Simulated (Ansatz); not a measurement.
A structure relaxed at r2SCAN-D4/def2-TZVP in Ansatz, charge 0, singlet:

```xyz
3

Mg   -0.0062    0.0133    0.0018
Br   -2.0861   -1.0068    0.1660
Br    2.0924    0.9935   -0.1678
```

Task: Give its formula, name or SMILES and point group.

Result: MgBr2. Point group D∞h (tolerance 0.1 Å).

Task: Summarise the bond lengths by kind (pairs closer than 1.2 times the sum of covalent radii, bridged metal pairs left out).

Result: 2 × Br–Mg 2.32 Å.
